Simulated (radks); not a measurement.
Question: The mean radii <r> (bohr) of the occupied orbitals of an atom or ion are listed with their occupations. Method: scalar-relativistic Kohn-Sham, exchange-only LDA, spin-unpolarised, spherical densities, finite nucleus; Fermi nuclear charge, rms radius of each element as measured or else 0.836 A^(1/3) + 0.57 fm; computed with a radial shooting solver on a logarithmic mesh with Libxc functionals.

| orbital | occ. | <r> |
|---|---|---|
| 1s | 2 | 0.02725 |
| 2s | 2 | 0.1173 |
| 2p | 6 | 0.1025 |
| 3s | 2 | 0.3146 |
| 3p | 6 | 0.3125 |
| 3d | 10 | 0.2888 |
| 4s | 2 | 0.7401 |
| 4p | 6 | 0.7922 |
| 4d | 10 | 0.9205 |
| 5s | 2 | 1.877 |
| 5p | 3 | 2.219 |

Name the element and its charge.

Answer: Z = 53, iodine, charge +2: I2+ in [Kr] 4d10 5s2 5p3. The 1s radius gives Z: for a bare nucleus <r> = (2 gamma + 1)/(2Z) with gamma = sqrt(1 - (Z/c)^2), 0.02683 bohr for Z = 53, and screening makes it slightly larger (0.02725 here). The occupations add up to 51, and the charge is Z minus that.
